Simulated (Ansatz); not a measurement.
`O=[CH][GeH2][Cl]`. Charge 0, multiplicity 1. Correlated methods include outer-core shells of Ge, which these sets cover unevenly. Scalar relativity is left out up to krypton.

```xyz
7

O    -1.556    1.501    0.046
C    -1.069    0.467    0.399
Ge    0.686   -0.157   -0.350
Cl    1.108   -2.043    0.607
H    -1.569   -0.183    1.153
H     0.585   -0.403   -1.860
H     1.815    0.818    0.004
```

Give the diagnostics of a CCSD(T)/def2-TZVPP run (frozen core, the Gaussian-basis code of Ansatz). (Best estimate.)

Ansatz gave: T1 = 0.0132, largest single amplitude 0.033, largest double 0.069, (T) share of the correlation energy 4.0 %, 9 CCSD cycles. The RHF solution is stable towards an unrestricted one. T1 lies under the customary mark of 0.02 for closed shells.
